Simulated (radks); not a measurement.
Task: Ni IX, configuration [Ar] 3d2. Method: scalar-relativistic Kohn-Sham, PBE, spin-polarised, spherical densities, point nucleus; open shells are filled with parallel spins first; computed with a radial shooting solver on a logarithmic mesh with Libxc functionals. Some entries of the table are withheld. Estimate them.

orbital,occ.,eigenvalue (eV),<r> (bohr),<r^2> (bohr^2)
1s down,1,-8400.725,0.05410,0.003937
1s up,1,-8400.722,0.05410,0.003937
2s up,1,-1175.930,0.2447,0.07065
2s down,1,-1173.954,0.2444,0.07047
2p up,3,-1038.380,(1),(2)
2p down,3,-1036.892,(3),(4)
3s up,1,-284.1165,0.6895,0.5432
3s down,1,-280.5614,0.6916,0.5466
3p up,3,-242.7988,0.7000,0.5679
3p down,3,-239.2736,0.7029,0.5727
3d up,2,-177.4318,0.6933,0.5722
3d down,0,-173.7192,0.6987,0.5821

Result: 
(1) 2p up <r> (bohr): 0.2152
(2) 2p up <r^2> (bohr^2): 0.05681
(3) 2p down <r> (bohr): 0.2149
(4) 2p down <r^2> (bohr^2): 0.05663
